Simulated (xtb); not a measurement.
O₂Si, charge +1, doublet, at a GFN2-xTB geometry (a state made from the parent by changing its charge; the spin is typed, not shown lowest); GFN0-xTB (xtb 6.7.1).

The xtb input:
```
$ xtb mol.xyz --gfn 0 --chrg 1 --uhf 1 --json

# file mol.xyz
3

O     -1.48961561     0.17688023    -0.04245102
Si    -0.00491603    -0.05453814     0.03992787
O      1.49821866    -0.08143848    -0.02742276
```

It wrote (shortened):

```
   ID    Z sym.   atoms
    1    8 O      1, 3
    2   14 Si     2

           -------------------------------------------------
          |                Calculation Setup                |
           -------------------------------------------------

           -------------------------------------------------
          |                 G F N 0 - x T B                 |
           -------------------------------------------------

          ...................................................
          :                      SETUP                      :
          :.................................................:
          :  # basis functions                  18          :
          :  # atomic orbitals                  17          :
          :  # shells                            7          :
          :  # electrons                        15          :
          :  electronic temp.          300.0000000     K    :
          :  accuracy                    1.0000000          :
          :  -> integral cutoff          0.2500000E+02      :
          :  -> integral neglect         0.1000000E-07      :
          ...................................................

         :::::::::::::::::::::::::::::::::::::::::::::::::::::
         ::                     SUMMARY                     ::
         :::::::::::::::::::::::::::::::::::::::::::::::::::::
         :: total energy              -6.342404576277 Eh    ::
         :: gradient norm              0.025859645397 Eh/a0 ::
         :: HOMO-LUMO gap              4.550201601497 eV    ::
         ::.................................................::
         :: H0 energy                 -7.805093607541 Eh    ::
         :: repulsion energy           0.070572827832 Eh    ::
         :: electrostat energy         1.392475930021 Eh    ::
         :: -> Gsolv                   0.000000000000 Eh    ::
         ::    -> Gsasa                0.000000000000 Eh    ::
         ::    -> Gshift               0.000000000000 Eh    ::
         :: dispersion energy         -0.000359726588 Eh    ::
         :: short-range corr.          0.000000000000 Eh    ::
         :: add. restraining           0.000000000000 Eh    ::
         :: total charge               1.000000000000 e     ::
         :::::::::::::::::::::::::::::::::::::::::::::::::::::

           -------------------------------------------------
          |                Property Printout                |
           -------------------------------------------------

    * Orbital Energies and Occupations

         #    Occupation            Energy/Eh            Energy/eV
      -------------------------------------------------------------
         1        2.0000           -0.6878216             -18.7166
         2        2.0000           -0.6666475             -18.1404
         3        2.0000           -0.4953070             -13.4780
         4        2.0000           -0.4719869             -12.8434
         5        1.9997           -0.4548260             -12.3764
         6        1.9997           -0.4548144             -12.3761
         7        1.5542           -0.4471919             -12.1687
         8        1.4463           -0.4467802             -12.1575 (HOMO)
         9                         -0.2795633              -7.6073 (LUMO)
        10                         -0.2681262              -7.2961
        11                         -0.2359170              -6.4196
        12                         -0.0882264              -2.4008
        13                         -0.0881876              -2.3997
        14                          0.0795277               2.1641
        15                          0.1019845               2.7751
        16                          0.2006358               5.4596
        17                          0.8017924              21.8179
      -------------------------------------------------------------
                  HL-Gap            0.1672168 Eh            4.5502 eV
             Fermi-level            0.0000000 Eh            0.0000 eV

     #   Z          covCN         q      C6AA      α(0)
     1   8 O        0.771    -0.026    15.427     5.269
     2  14 Si       1.542     1.052   184.564    28.284
     3   8 O        0.771    -0.026    15.427     5.269

 Mol. C6AA /au·bohr⁶  :        440.891383
 Mol. C8AA /au·bohr⁸  :      21840.631732
 Mol. α(0) /au        :         38.822072

Wiberg/Mayer (AO) data.
largest (>0.10) Wiberg bond orders for each atom

 ---------------------------------------------------------------------------
     #   Z sym  total        # sym  WBO       # sym  WBO       # sym  WBO
 ---------------------------------------------------------------------------
     1   8 O    1.972 --     2 Si   1.797     3 O    0.176
     2  14 Si   3.594 --     1 O    1.797     3 O    1.797
     3   8 O    1.972 --     2 Si   1.797     1 O    0.176
 ---------------------------------------------------------------------------

Topologies differ in total number of bonds
Writing topology from bond orders to xtbtopo.mol

 dipole moment from electron density (au)
     X       Y       Z
  -0.0309  -0.3426   0.2508  total (Debye):    1.082

           -------------------------------------------------
          | TOTAL ENERGY               -6.342404576277 Eh   |
          | GRADIENT NORM               0.025859645397 Eh/α |
          | HOMO-LUMO GAP               4.550201601497 eV   |
           -------------------------------------------------

normal termination of xtb
```
